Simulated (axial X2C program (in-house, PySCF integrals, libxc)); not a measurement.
## Bond lengths and stretching modes, held linear, of CTaO

Computed with an axial X2C code built on PySCF integrals: two-component X2C with atomic mean-field Coulomb and Gaunt terms, Gaussian nuclei, basis C dyall-v3z, Ta dyall-v3z, O dyall-av3z with contracted cores. Spin-free rows use the one-electron spin-free X2C Hamiltonian.

Masses C 12.000, Ta 180.948, O 15.995 u. States: 2c Ω = 1/2 (beyond evenly filled blocks: ω = 1/2); spin-free M_S = 5/2, Λ = 2 (beyond evenly filled blocks: 2 × σα, π+α, π-α, δ+α).

PBE0, 2c: energies above the lowest point

```
r(C–Ta) (Å)  r(Ta–O) (Å)  E (meV)
     2.1187       1.6897    85.27
     2.1187       1.7330    23.01
     2.1187       1.7763    57.85
     2.1730       1.6897    52.41
     2.1730       1.7330     0.00
     2.1730       1.7763    44.25
     2.1730       1.8197   166.42
     2.2273       1.6897    57.75
     2.2273       1.7330    14.34
     2.2273       1.7763    67.08
     2.2816       1.7330    58.92
     2.2816       1.8197   256.77
```

**Question.** Fit a quadratic surface with cubic terms in each bond: where is the minimum, and what are the two stretching wavenumbers?

**Answer.** At PBE0, 2c: bonds 2.178 and 1.733 Å; harmonic stretches 539.2 and 971.3 cm⁻¹; force constants 1.97, 8.21 and coupling 0.58 mdyn/Å.

The other levels and Hamiltonians give:

```json
{"Hamiltonian": "2c", "level": "PBE", "r(C–Ta) (Å)": "2.167", "r(Ta–O) (Å)": "1.757", "lower stretch (cm⁻¹)": "517.4", "upper stretch (cm⁻¹)": "909.3"}
{"Hamiltonian": "spin-free", "level": "PBE0", "r(C–Ta) (Å)": "2.182", "r(Ta–O) (Å)": "1.733", "lower stretch (cm⁻¹)": "541.9", "upper stretch (cm⁻¹)": "973.5"}
{"Hamiltonian": "spin-free", "level": "PBE", "r(C–Ta) (Å)": "2.172", "r(Ta–O) (Å)": "1.757", "lower stretch (cm⁻¹)": "522.3", "upper stretch (cm⁻¹)": "911.8"}
```

Each state is one determinant, the lowest of a limited PBE0 search; the stretches come from a fit to these few points and carry an uncertainty of a few per cent. Other orders of the atoms were not compared. Left out for rough or failed fits: HF 2c, MP2 2c, HF spin-free, MP2 spin-free. The molecule was held linear; bending was not examined, so a bent shape may lie lower. Note: functional without a current term on a determinant with orbital currents, of the molecule or an atom. Note: several unpaired electrons, one determinant need not be a pure state.
